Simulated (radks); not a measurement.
The numbers below are computed, except where a source is named.
Problem. Numerical settings for the fluorine ion F+, [He] 2s2 2p4. Level of theory: non-relativistic Kohn-Sham, r2SCAN, spin-unpolarised, spherical densities, point nucleus; meta-GGA in the generalised Kohn-Sham scheme (a radial shooting solver on a logarithmic mesh with Libxc functionals). The defaults (mesh step 0.008 in ln r, mesh end at 40 bohr or more with all orbitals vanishing there, Anderson mixing 0.5 over 9 steps, residual threshold near 1e-9 with the energy settled to 1e-9 hartree or 1e-11 of itself, here a cap of 60 iterations) give E = -98.953 hartree and 2p at -28.783 eV in 11 iterations. Times are rough (one thread of a shared host). One setting is changed at a time: mesh step in ln r 0.012; mesh step in ln r 0.12; mesh step in ln r 0.08; mesh end (bohr) 20; mesh end (bohr) 3; residual threshold 0.001; residual threshold 1e-13; mixing 2.5; linear mixing, mixing 0.2; linear mixing, mixing 1; mixing history 3; iteration cap 5. Which runs fail to converge, and which converge to a wrong energy?

Solution. Not converged within the cap: mesh step in ln r 0.12; residual threshold 1e-13; linear mixing, mixing 0.2; iteration cap 5. Settings that end as converged yet miss the energy by more than 1 mhartree: mesh step in ln r 0.08 (-0.00313 hartree); mesh end (bohr) 3 (+0.062 hartree).
